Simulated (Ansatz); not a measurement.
```xyz
2

H     0.0000    0.0000   -0.7619
F     0.0000    0.0000    0.0847
```

Basis set: def2-TZVP (spherical functions). Left uncorrelated: 1 orbital. Charge 0, multiplicity 1.

Computed with Ansatz (development build ahead of 0.2.0); each method stands on the lowest determinant of its kind that the runs found. Restricted open shells among the atoms or ions are ROHF, correlated in semicanonical orbitals with singles.

(1) Give the atomization energy at this shape (free ground-state atoms in the same class of orbitals less the molecule, no zero-point energy) of singlet HF by RHF-MP2, RHF.

Answers

(1)

| method | atomization energy |
| --- | --- |
| RHF-MP2 | 133.68 kcal/mol |
| RHF | 95.70 kcal/mol |

Caution: the shape is not the minimum.
